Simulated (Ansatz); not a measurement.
Be₁₀O₁₀ (started as a model of: (BeO)10 cage of four- and six-membered rings), 20 atoms. Hardware: 4 threads of Arm Neoverse V1 on a shared host.

Correlated methods freeze 10 core orbitals.

Problem. How many basis functions does each of these Ansatz runs have, and roughly what does it cost? r2SCAN0-D4/def2-TZVP, charge 0 singlet, energy, from earlier orbitals; HF/6-31G, charge 0 singlet, energy; r2SCAN0-D4/def2-SVP, charge 1 doublet at the geometry of the charge 0 singlet, energy, from earlier orbitals; LDA (SPW92)/def2-TZVP, charge 0 singlet, energy, from earlier orbitals; B3LYP-D4/6-31G, charge 0 singlet, energy; PBE0-D4/def2-SVP, charge 0 singlet, energy, from earlier orbitals; PBE-D4/def2-SVP, charge -1 doublet at the geometry of the charge 0 singlet, energy, from earlier orbitals; MP2/def2-SVP, charge 0 singlet, energy, from earlier orbitals; PBE0-D4/def2-SVP, charge -1 doublet at the geometry of the charge 0 singlet, energy; HF/STO-3G, charge 0 singlet, energy; PBE-D4/def2-SVP, charge 0 triplet at the geometry of the charge 0 singlet, energy, from earlier orbitals; PBE0-D4/def2-TZVP, charge 0 singlet, energy and forces, from earlier orbitals.

Solution. Other jobs shared the machine, so times can vary by a factor of up to 3. A dash marks memory too small to be measured apart from the calling script's.

| run | functions | fitting or Cholesky vectors | wall time | peak host memory (GiB) |
| --- | --- | --- | --- | --- |
| HF/STO-3G, charge 0 singlet, energy | 100 | 1367 | 1.1 s | – |
| HF/6-31G, charge 0 singlet, energy | 180 | 2000 | 2.9 s | – |
| B3LYP-D4/6-31G, charge 0 singlet, energy | 180 | 2000 | 7.5 s | – |
| MP2/def2-SVP, charge 0 singlet, energy, from earlier orbitals | 230 | 2540 | 9 s | 0.97 |
| LDA (SPW92)/def2-TZVP, charge 0 singlet, energy, from earlier orbitals | 500 | 2920 | 9.5 s | 1.6 |
| PBE0-D4/def2-SVP, charge 0 singlet, energy, from earlier orbitals | 230 | 2540 | 11 s | 1 |
| PBE-D4/def2-SVP, charge -1 doublet at the geometry of the charge 0 singlet, energy, from earlier orbitals | 230 | 2770 | 15 s | – |
| PBE0-D4/def2-SVP, charge -1 doublet at the geometry of the charge 0 singlet, energy | 230 | 2540 | 26 s | 1.6 |
| r2SCAN0-D4/def2-TZVP, charge 0 singlet, energy, from earlier orbitals | 500 | 2920 | 49 s | 3.3 |
| PBE0-D4/def2-TZVP, charge 0 singlet, energy and forces, from earlier orbitals | 500 | 2920 | 55 s | 3.3 |
| PBE-D4/def2-SVP, charge 0 triplet at the geometry of the charge 0 singlet, energy, from earlier orbitals | 230 | 2770 | 58 s | 1.2 |
| r2SCAN0-D4/def2-SVP, charge 1 doublet at the geometry of the charge 0 singlet, energy, from earlier orbitals | 230 | 2540 | 2.2 min | 1.8 |
